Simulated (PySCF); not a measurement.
## Manganese: a sound run and one with changed settings

Sound run: Mn [Ar] 3d5 4s2, Mn⁺ [Ar] 3d5 4s1. Computed with PySCF 2.14 in cc-pVTZ-DK (7s6p4d2f1g, 68 functions), with scalar relativity by spin-free X2C-1e. In the sound run the correlated levels freeze [Ar]. The sound run starts from symmetry-adapted Hartree-Fock orbitals and uses a fine grid where one is needed.

Changed run: basis STO-3G, all-electron and non-relativistic. This setting is unsound on purpose.

| species | method | sound run (hartree) | changed run (hartree) | converged |
| --- | --- | --- | --- | --- |
| Mn | UHF | -1157.38328 | -1137.64844 | yes |
| Mn | LDA | -1156.11632 | -1136.05271 | yes |
| Mn | MN15 | -1159.17402 | -1136.84436 | yes |
| Mn | MP2 | -1157.50335 | -1137.66872 | yes |
| Mn⁺ | UHF | -1157.16198 | -1137.50099 | yes |
| Mn⁺ | LDA | -1155.83787 | -1135.84487 | yes |
| Mn⁺ | MN15 | -1158.89976 | -1136.65488 | yes |
| Mn⁺ | MP2 | -1157.24745 | -1137.50111 | yes |

Ionisation energy of Mn:

```csv
method,sound run (eV),changed run (eV)
UHF,6.022,4.012
LDA,7.577,5.656
MN15,7.463,5.156
MP2,6.963,4.561
SCS-MP2,7.172,4.670
```

A minimal basis cannot let orbitals breathe on ionisation and holds almost no correlation. The Hamiltonian changed with the basis, so the totals do not compare.

For comparison, NIST gives 7.434 eV between the lowest levels.
